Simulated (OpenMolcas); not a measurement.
# OpenMolcas run: Lu I

Input:

```
&GATEWAY
Coord
1

Lu 0.0 0.0 0.0
Basis=ANO-R2
Group=XYZ
NoMove
AngMom=0.0 0.0 0.0
AMFI
&SEWARD
&RASSCF
FileOrb=start.orb
Symmetry=1
Spin=2
nActEl=3 0 0
Inactive=15 19
Ras2=6 0
CIRoot=29 29 1
SDav=70
CIMx=300
Iter=120 100
PrWF=0.3
OrbListing=Nothing
MaxOrb=0
Atom
>>> COPY $Project.JobIph JOB001
&RASSCF
FileOrb=start.orb
Symmetry=1
Spin=4
nActEl=3 0 0
Inactive=15 19
Ras2=6 0
CIRoot=20 20 1
SDav=20
CIMx=300
Iter=120 100
PrWF=0.3
OrbListing=Nothing
MaxOrb=0
Atom
CIOnly
>>> COPY $Project.JobIph JOB002
&RASSI
NrOfJobIphs=2 29 10
1 2 3 4 5 6 7 8 9 10 11 12 13 14 15 16 17 18 19 20 21 22 23 24 25 26 27
28 29
1 2 3 4 5 6 7 8 9 10
IphNames
JOB001
JOB002
EJob
SpinOrbit
DIPRint=1.0
SOCoupling=1000.0
Subsets=2
MEES
Property=10
'ANGMOM' 1 'ANGMOM' 2 'ANGMOM' 3 'MLTPL  1' 1 'MLTPL  1' 2 'MLTPL  1' 3
'AMFI' 1 'AMFI' 2 'AMFI' 3 'MLTPL  2' 6
SOProperty=3
'ANGMOM' 1 'ANGMOM' 2 'ANGMOM' 3
```

A driver script runs the steps one by one and writes start.orb anew before each from the orbitals found so far, so a CI-only block uses the converged orbitals of the first block.

Output, cut to the results:

```
--- SEWARD ---
Basis set label: LU.ANO-R...8S6P5D3F1G.

      Electronic valence basis set:
      ------------------
      Associated Effective Charge  71.000000 au
      Associated Actual Charge     71.000000 au
      Nuclear Model: Finite nucleus - Gaussian distribution
        Gaussian exponent, Xi/bohr**(-2):  1.52622E+08

      Shell  nPrim  nBasis  Cartesian Spherical Contaminant
         s      25       8        X
         p      20       6        X
         d      15       5                 X
         f      10       3                 X
         g       5       1                 X
                  Relativistic X2C integrals
                  Atomic mean-field integrals
--- RASSCF ---
Wave function specifications:
      -----------------------------

      Number of closed shell electrons          68
      Number of electrons in active shells       3
      Max number of holes in RAS1 space          0
      Max nr of electrons in RAS3 space          0
      Number of inactive orbitals               34
      Number of active orbitals                  6
      Number of secondary orbitals              41
      Spin quantum number                      0.5
      State symmetry                             1
Orbital specifications:
      -----------------------

      Symmetry species                           1   2
                                                ag  au
      Frozen orbitals                            0   0
      Inactive orbitals                         15  19
      Active orbitals                            6   0
      RAS1 orbitals                              0   0
      RAS2 orbitals                              6   0
      RAS3 orbitals                              0   0
      Secondary orbitals                        21  20
      Deleted orbitals                           0   0
      Number of basis functions                 42  39
      Number of CSFs                            70
      Number of root(s) required                29
      Iter CI   SX   CI       RASSCF       Energy    max ROT     max BLB   max BLB  Level Ln srch  Step   QN
          iter iter root      energy       change     param      element    value   shift minimum  type update
 Nr of preliminary CI iterations:   1
      Total energies have been shifted. Add               -14000.00 au
        1   1   11    0  -558.39193207    0.00E+00   1.31E-02   19  25 2 -8.69E-03*  0.00   0.00    SX    NO
        2   1   11    0  -558.39216914   -2.37E-04*  6.70E-03   10  26 2 -1.30E-02*  0.00   0.00    SX    NO
        3   1   11    0  -558.39206630    1.03E-04*  3.66E-03   10  26 2  2.03E-02*  0.00   0.00    SX    NO
        4   1   11    0  -558.39181986    2.46E-04*  4.28E-03   10  26 2 -2.97E-02*  0.00   0.00    SX    NO
        5   1   12    0  -558.39129232    5.28E-04*  4.15E-03   10  26 2  4.34E-02*  0.00   0.41    SX   YES
        6   1   11    0  -558.39186747   -5.75E-04*  1.60E-03   10  26 2 -2.83E-02*  0.00   0.60    QN   YES
        7   1    7    0  -558.39229578   -4.28E-04* -3.05E-05   10  33 2  1.59E-04*  0.00   1.00    QN   YES
        8   1    6    0  -558.39229580   -2.24E-08* -8.03E-06   19  25 2  4.16E-05   0.00   1.03    QN   YES
        9   1    5    0  -558.39229580   -1.36E-09  -5.75E-06   10  26 2  8.50E-06   0.00   0.88    QN   YES
      Convergence after  9 iterations
       10   1    5    0  -558.39229580   -1.27E-10  -5.75E-06   19  22 2 -8.91E-07   0.00   0.88    QN   YES
      Natural orbitals and occupation numbers for root  1
      sym 1:   0.036721   0.037385   0.005074   0.029467   0.974868   1.916485
      Natural orbitals and occupation numbers for root  2
      sym 1:   0.036814   0.004660   0.034505   0.976010   0.032097   1.915914
      Natural orbitals and occupation numbers for root  3
      sym 1:   0.038640   0.026228   0.972370   0.006076   0.038957   1.917729
::    RASSCF root number  1 Total energy: -14558.49376853
::    RASSCF root number  2 Total energy: -14558.49376853
::    RASSCF root number  3 Total energy: -14558.49376853
::    RASSCF root number  4 Total energy: -14558.49376853
::    RASSCF root number  5 Total energy: -14558.49376853
::    RASSCF root number  6 Total energy: -14558.37808390
::    RASSCF root number  7 Total energy: -14558.37808390
::    RASSCF root number  8 Total energy: -14558.37808390
::    RASSCF root number  9 Total energy: -14558.37808390
::    RASSCF root number 10 Total energy: -14558.37808390
::    RASSCF root number 11 Total energy: -14558.37266810
...
--- RASSI ---
SPIN-FREE ENERGIES:
  (Shifted by EMIN (a.u.) =     -14558.4937685270)

 SF State       Relative EMIN(au)   Rel lowest level(eV)    D:o, cm**(-1)      L_eff

     1             0.0000000000        0.0000000000              0.0000         2.0
     2             0.0000000000        0.0000000000              0.0000         2.0
     3             0.0000000000        0.0000000000              0.0000         2.0
     4             0.0000000000        0.0000000000              0.0000         2.0
     5             0.0000000000        0.0000000000              0.0000         2.0
    30             0.0697618247        1.8983159568          15310.9508         3.0
    31             0.0697618247        1.8983159568          15310.9508         3.0
    32             0.0697618247        1.8983159568          15310.9508         3.0
    33             0.0697618247        1.8983159568          15310.9508         3.0
    34             0.0697618247        1.8983159568          15310.9508         3.0
    35             0.0697618247        1.8983159568          15310.9508         3.0
    36             0.0697618247        1.8983159568          15310.9508         3.0
    37             0.1000494364        2.7224838584          21958.3132         1.0
    38             0.1000494364        2.7224838584          21958.3132         1.0
    39             0.1000494364        2.7224838584          21958.3132         1.0
     6             0.1156846278        3.1479390889          25389.8410         2.0
     7             0.1156846278        3.1479390889          25389.8410         2.0
     8             0.1156846278        3.1479390889          25389.8410         2.0
     9             0.1156846278        3.1479390889          25389.8410         2.0
    10             0.1156846278        3.1479390889          25389.8410         2.0
    16             0.1211004242        3.2953104174          26578.4710         3.0
...
```

Levels above the lowest, from the spin-orbit matrix, grouped by J:

| Configuration | Term | J | E (cm-1) | Measured (cm-1) | Term weight % | Second |
| --- | --- | --- | --- | --- | --- | --- |
| 5d 6s2 | 2D | 3/2 | 0.0 | 0.0 | 100 |  |
| 5d 6s2 | 2D | 5/2 | 1968 | 1994 | 100 |  |
| 5d2 6s | 4F | 3/2 | 14708 | 18851 | 99 |  |
| 5d2 6s | 4F | 5/2 | 15430 | 19403 | 99 |  |
| 5d2 6s | 4F | 7/2 | 16450 | 20247 | 100 |  |
| 5d2 6s | 4F | 9/2 | 17692 | 21242 | 99 |  |
| 5d2 6s | 4P | 1/2 | 22450 | 21472 | 100 |  |
| 5d2 6s | 4P | 3/2 | 22812 | 22468 | 99 |  |
| 5d2 6s | 4P | 5/2 | 23174 |  | 89 | 10 2D |
| 5d2 6s | 2F | 5/2 | 26089 |  | 59 | 33 2D |
| 5d2 6s | 2D | 3/2 | 26404 | 24518 | 91 | 6 2P |
| 5d2 6s | 2D | 5/2 | 27749 | 24711 | 55 | 40 2F |
| 5d2 6s | 2G | 7/2 | 27836 | 26570 | 55 | 45 2F |
| 5d2 6s | 2G | 9/2 | 28547 | 26671 | 99 |  |
| 5d2 6s | 2F | 7/2 | 29240 | 27992 | 55 | 44 2G |
| 5d2 6s | 2P | 1/2 | 29760 | 28793 | 100 |  |
| 5d2 6s | 2P | 3/2 | 30884 | 29938 | 94 | 6 2D |

Against the 14 measured excited levels shown (NIST Handbook of Basic Atomic Spectroscopic Data) the mean absolute deviation is 2000 cm-1; the largest miss in energy is 5d2 6s 4F 3/2: computed 14708, measured 18851 cm-1 (-22.0 %).

Without dynamic correlation excited terms often stand tens of per cent too high (terms of higher spin than the ground term too low), and those without a measured partner can miss by more than the paired ones. Terms from blocks run as CI alone lack orbitals of their own. A single d shell beside an s shell can misplace configurations of different d count against each other. Computed and measured levels are paired by configuration, term and J; levels that our copy of the source lacks, or whose pairing is in doubt (as where it misses far off the trend of its configuration), stay unpaired and out of the deviations. Levels of configurations outside the active space are missing. The first state left out of the spin-orbit step lies near 41000 cm-1 above the lowest spin-free state of the reference (among the parities and spins computed), and the list stops at four fifths of that energy or lower.

The term weight is that of the spin-free term in the level, not the purity of its configuration.
